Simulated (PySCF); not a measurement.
# TDDFT excited states: C3H8O3Si

C3H8O3Si.
InChI=1S/C3H8O3Si/c1-3(4)5-2-6-7/h2H2,1,7H3

Method used: PySCF 2.14.0, density-fitted response routines, TDDFT CAM-B3LYP/def2-SVPD, vertical, gas phase, core orbitals frozen in the response. One conformer (not necessarily the lowest) at the GFN2-xTB geometry, without solvent, vibrations or thermal averaging. Torsions of this conformer, `[CH3:1][C:2](=[O:3])[O:4][CH2:5][O:6][SiH3:7]`: C1–C2–O4–C5 -178°, C2–O4–C5–O6 -79°, O4–C5–O6–Si7 71°.

Question: Predict the UV-vis stick spectrum at this level.

Answer: 

| state | E (eV) | λ (nm) | ν̃ (cm⁻¹) | f | \|μ\| (D) | main configurations (H = HOMO, L = LUMO) |
| --- | --- | --- | --- | --- | --- | --- |
| S1 | 5.96 | 207.9 | 48100 | 0.0004 | 0.14 | H→L (56%), H-1→L (29%) |
| S2 | 7.66 | 161.8 | 61820 | 0.0011 | 0.19 | H-1→L (31%), H→L+1 (17%), H→L (17%) |
| S3 | 7.83 | 158.4 | 63140 | 0.0063 | 0.46 | H-1→L (24%), H→L+1 (20%), H→L+2 (16%) |
| S4 | 7.87 | 157.5 | 63510 | 0.020 | 0.81 | H-2→L (37%), H-2→L+1 (27%), H-2→L+2 (13%) |
| S5 | 8.11 | 152.9 | 65390 | 0.011 | 0.60 | H→L+1 (26%), H-1→L+1 (24%), H-2→L+1 (13%) |
| S6 | 8.15 | 152.1 | 65750 | 0.055 | 1.33 | H-2→L (32%), H-2→L+2 (20%), H→L+1 (11%) |
| S7 | 8.47 | 146.4 | 68300 | 0.039 | 1.10 | H→L+2 (33%), H-1→L+1 (28%) |
| S8 | 8.65 | 143.3 | 69770 | 0.018 | 0.73 | H-2→L+1 (28%), H-2→L+2 (26%), H-3→L (10%) |

Triplets (Tamm–Dancoff): T1 5.47 eV, H→L (55%), H-1→L (28%); T2 6.26 eV, H-3→L (49%), H-2→L (18%), H-1→L (9%); T3 7.33 eV, H→L+1 (21%), H→L+2 (19%), H-1→L+1 (14%).

The lowest singlet comes at 208 nm (575 kJ/mol) in the ultraviolet; it is dark (f under 0.0005); its leading configuration is HOMO→LUMO (56%). The most intense listed level is S6 at 8.15 eV (152 nm, f = 0.055), 2.19 eV above S1. Löwdin shares by element: HOMO oxygen 57% or more, silicon 9%, hydrogen 7% or more (atoms not listed hold the other 27%); LUMO carbon 45% or more, oxygen 36% or more (atoms not listed hold the other 20%). Orbital energies (eV): HOMO-3 -11.25, HOMO-2 -10.16, HOMO-1 -10.09, HOMO -9.84, LUMO 0.93, LUMO+1 1.11, LUMO+2 1.46. The oscillator strengths of these states sum to 0.150; summed over the whole spectrum of an exact calculation they would give the number of electrons, 64 (Thomas–Reiche–Kuhn). Of the 8 states listed, 5 reach f = 0.01 and 1 stays under 0.0005. Singlets were solved by full linear response, triplets in the Tamm–Dancoff approximation.
